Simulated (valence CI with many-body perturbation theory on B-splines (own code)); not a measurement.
**Ta66+: calculated level list**

Level of theory: valence CI with perturbative core correlation (CI+MBPT): five valence electrons over a frozen Dirac-Fock core [He], a basis of 11 s, 11 p, 10 d, 8 f, 5 g, 2 h functions for each j, with the one-electron correlation potential Σ1 (screened to all orders), the two-electron term Σ2, the three-electron term Σ3, Breit, model QED; selected single and double excitations, second order for the rest, scaled by the run's own slope (own B-spline code, finite nucleus).

No measured spectrum was set against this ion. As an estimate, large intervals hold to a few tenths of a per cent, small ones and those within an open d or f shell to about a per cent. Among the levels kept, up to 7400 cm⁻¹ of a level comes from second order outside the variational space, and about a tenth of that is noise between levels of different J, which matters for small intervals.

Levels 46 to 90 of 202, with energies above the lowest level, (2s^2 2p1/2^2 2p3/2) J=3/2. "Leading %" is the weight of the configuration and term that name the level; weights of strongly mixed levels are sums over their largest components and can fall short. In the jj column 3d3/2^4 stands for four electrons in 3d with j = 3/2. Lifetimes count E1, E2, E3, M1 and M2 decay at the calculated energies, and are blank where another channel may lead or the interval is too uncertain; long ones can be off by a factor of two.

| No. | Configuration | Term | J | E (eV) | Leading % | Second component | Lifetime | Leading jj |
| --- | --- | --- | --- | --- | --- | --- | --- | --- |
| 46 | 2s²2p²3d | ⁴D | 1/2 | 10487 | 79 | 15 % 2s²2p²3d ²P | 4.06 fs | 2s^2 2p1/2 2p3/2 3d3/2 (100 %) |
| 47 | 2s²2p²3d | ²G | 7/2 | 10499 | 54 | 25 % 2s²2p²3d ²F | 34.5 fs | 2s^2 2p1/2 2p3/2 3d3/2 (99 %) |
| 48 | 2s²2p²3d | ²D | 5/2 | 10514 | 37 | 32 % 2s²2p²3d ²F | 598 as | 2s^2 2p1/2 2p3/2 3d3/2 (98 %) |
| 49 | 2s²2p²3d | ²D | 3/2 | 10520 | 46 | 17 % 2s²2p²3d ²P | 583 as | 2s^2 2p1/2 2p3/2 3d3/2 (98 %) |
| 50 | 2s²2p²3d | ²P | 1/2 | 10530 | 38 | 32 % 2s²2p²3d ⁴P | 543 as | 2s^2 2p1/2 2p3/2 3d3/2 (99 %) |
| 51 | 2s²2p²3d | ⁴D | 7/2 | 10576 | 46 | 38 % 2s²2p²3d ⁴F | 28.9 fs | 2s^2 2p1/2 2p3/2 3d5/2 (99 %) |
| 52 | 2s²2p²3d | ²P | 3/2 | 10595 | 40 | 26 % 2s²2p²3d ⁴P | 923 as | 2s^2 2p1/2 2p3/2 3d5/2 (99 %) |
| 53 | 2s²2p²3d | ²G | 9/2 | 10596 | 65 | 35 % 2s²2p²3d ⁴F | 6.54 ps | 2s^2 2p1/2 2p3/2 3d5/2 (100 %) |
| 54 | 2s²2p²3d | ²F | 5/2 | 10597 | 44 | 20 % 2s²2p²3d ⁴P | 717 as | 2s^2 2p1/2 2p3/2 3d5/2 (99 %) |
| 55 | 2s²2p²3d | ²D | 5/2 | 10613 | 59 | 26 % 2s²2p²3d ⁴P | 504 as | 2s^2 2p1/2 2p3/2 3d5/2 (98 %) |
| 56 | 2s²2p²3d | ²F | 7/2 | 10621 | 70 | 12 % 2s²2p²3d ⁴F | 451 as | 2s^2 2p1/2 2p3/2 3d5/2 (98 %) |
| 57 | 2s²2p²3d | ²D | 3/2 | 10628 | 57 | 29 % 2s²2p²3d ²P | 672 as | 2s^2 2p1/2 2p3/2 3d5/2 (99 %) |
| 58 | 2s²2p²3d | ²P | 1/2 | 10633 | 57 | 37 % 2s²2p²3d ²S | 638 as | 2s^2 2p1/2 2p3/2 3d5/2 (99 %) |
| 59 | 2s2p³3p | ⁴D | 7/2 | 10680 | 49 | 26 % 2s2p³3p ⁶P | 91.4 fs | 2s 2p1/2^2 2p3/2 3p3/2 (98 %) |
| 60 | 2s2p³3p | ²P | 3/2 | 10689 | 31 | 29 % 2s2p³3p ⁴P | 3.25 fs | 2s 2p1/2^2 2p3/2 3p3/2 (99 %) |
| 61 | 2s2p³3p | ⁴P | 5/2 | 10707 | 38 | 21 % 2s2p³3p ²D | 3.49 fs | 2s 2p1/2^2 2p3/2 3p3/2 (99 %) |
| 62 | 2s2p³3p | ²P | 1/2 | 10712 | 40 | 24 % 2s2p³3p ⁴P | 2.03 fs | 2s 2p1/2^2 2p3/2 3p3/2 (99 %) |
| 63 | 2s2p³3p | ²D | 5/2 | 10773 | 33 | 20 % 2s2p³3p ⁴P | 4.24 fs | 2s 2p1/2^2 2p3/2 3p3/2 (99 %) |
| 64 | 2s2p³3d | ⁴D° | 5/2 | 10779 | 30 | 18 % 2s2p³3d ⁶D° | 6.89 fs | 2s 2p1/2^2 2p3/2 3d3/2 (99 %) |
| 65 | 2s2p³3d | ⁴D° | 3/2 | 10784 | 29 | 23 % 2s2p³3d ⁶D° | 3.23 fs | 2s 2p1/2^2 2p3/2 3d3/2 (100 %) |
| 66 | 2s2p³3d | ²F° | 7/2 | 10788 | 24 | 23 % 2s2p³3d ⁴F° | 46.8 fs | 2s 2p1/2^2 2p3/2 3d3/2 (97 %) |
| 67 | 2s2p³3d | ⁴P° | 1/2 | 10789 | 46 | 26 % 2s2p³3d ⁶D° | 7.55 fs | 2s 2p1/2^2 2p3/2 3d3/2 (99 %) |
| 68 | 2s2p³3p | ²P | 3/2 | 10791 | 36 | 13 % 2s2p³3p ⁴D | 4.85 fs | 2s 2p1/2^2 2p3/2 3p3/2 (99 %) |
| 69 | 2s2p³3p | ⁴P | 1/2 | 10796 | 39 | 26 % 2s2p³3p ²P | 38.0 fs | 2s 2p1/2^2 2p3/2 3p3/2 (99 %) |
| 70 | 2s2p³3d | ²D° | 3/2 | 10864 | 35 | 17 % 2s2p³3d ⁴F° | 7.66 fs | 2s 2p1/2^2 2p3/2 3d3/2 (88 %) |
| 71 | 2s2p³3d | ²F° | 5/2 | 10871 | 37 | 21 % 2s2p³3d ⁴G° | 16.0 fs | 2s 2p1/2^2 2p3/2 3d3/2 (99 %) |
| 72 | 2s2p³3d | ⁴F° | 9/2 | 10872 | 51 | 26 % 2s2p³3d ⁶D° | 6.25 ps | 2s 2p1/2^2 2p3/2 3d5/2 (100 %) |
| 73 | 2s2p³3d | ⁴D° | 1/2 | 10880 | 48 | 30 % 2s2p³3d ²P° | 2.96 fs | 2s 2p1/2^2 2p3/2 3d3/2 (98 %) |
| 74 | 2s2p³3d | ⁴D° | 5/2 | 10897 | 30 | 18 % 2s2p³3d ²D° | 836 as | 2s 2p1/2^2 2p3/2 3d5/2 (99 %) |
| 75 | 2s2p³3d | ⁴D° | 7/2 | 10904 | 41 | 22 % 2s2p³3d ²F° | 527 as | 2s 2p1/2^2 2p3/2 3d5/2 (97 %) |
| 76 | 2s2p³3d | ²D° | 3/2 | 10916 | 36 | 20 % 2s2p³3d ²P° | 781 as | 2s 2p1/2^2 2p3/2 3d5/2 (88 %) |
| 77 | 2s2p³3d | ²P° | 1/2 | 10930 | 54 | 25 % 2s2p³3d ⁴D° | 721 as | 2s 2p1/2^2 2p3/2 3d5/2 (97 %) |
| 78 | 2s2p³3d | ²F° | 7/2 | 10973 | 35 | 21 % 2s2p³3d ⁴D° | 2.51 fs | 2s 2p1/2^2 2p3/2 3d5/2 (100 %) |
| 79 | 2s2p³3d | ²D° | 5/2 | 10989 | 39 | 10 % 2s2p³3d ⁴D° | 505 as | 2s 2p1/2^2 2p3/2 3d5/2 (99 %) |
| 80 | 2s2p³3d | ²P° | 3/2 | 10990 | 32 | 15 % 2s2p³3d ²D° | 747 as | 2s 2p1/2^2 2p3/2 3d5/2 (100 %) |
| 81 | 2s²2p²3s | ⁴P | 5/2 | 11249 | 64 | 35 % 2s²2p²3s ²D | 11.0 fs | 2s^2 2p3/2^2 3s (99 %) |
| 82 | 2s²2p²3s | ²P | 3/2 | 11259 | 54 | 34 % 2s²2p²3s ²D | 3.52 fs | 2s^2 2p3/2^2 3s (99 %) |
| 83 | 2s²2p²3s | ²S | 1/2 | 11315 | 67 | 21 % 2s²2p²3s ⁴P | 5.97 fs | 2s^2 2p3/2^2 3s (99 %) |
| 84 | 2s²2p²3p | ⁴P° | 3/2 | 11369 | 27 | 19 % 2s²2p²3p ⁴S° | 219 fs | 2s^2 2p3/2^2 3p1/2 (98 %) |
| 85 | 2s²2p²3p | ²D° | 5/2 | 11372 | 38 | 25 % 2s²2p²3p ²F° | 268 fs | 2s^2 2p3/2^2 3p1/2 (98 %) |
| 86 | 2s²2p²3p | ²P° | 1/2 | 11432 | 74 | 17 % 2s²2p²3p ⁴D° | 269 fs | 2s^2 2p3/2^2 3p1/2 (98 %) |
| 87 | 2s2p³3s | ⁶S° | 5/2 | 11479 | 50 | 40 % 2s2p³3s ⁴D° | 14.7 fs | 2s 2p1/2 2p3/2^2 3s (99 %) |
| 88 | 2s2p³3s | ⁴S° | 3/2 | 11508 | 48 | 30 % 2s2p³3s ⁴D° | 3.84 fs | 2s 2p1/2 2p3/2^2 3s (99 %) |
| 89 | 2s2p³3s | ⁴D° | 7/2 | 11522 | 99 |  | 11.7 fs | 2s 2p1/2 2p3/2^2 3s (99 %) |
| 90 | 2s2p³3s | ²D° | 5/2 | 11549 | 76 | 22 % 2s2p³3s ⁴D° | 4.14 fs | 2s 2p1/2 2p3/2^2 3s (99 %) |
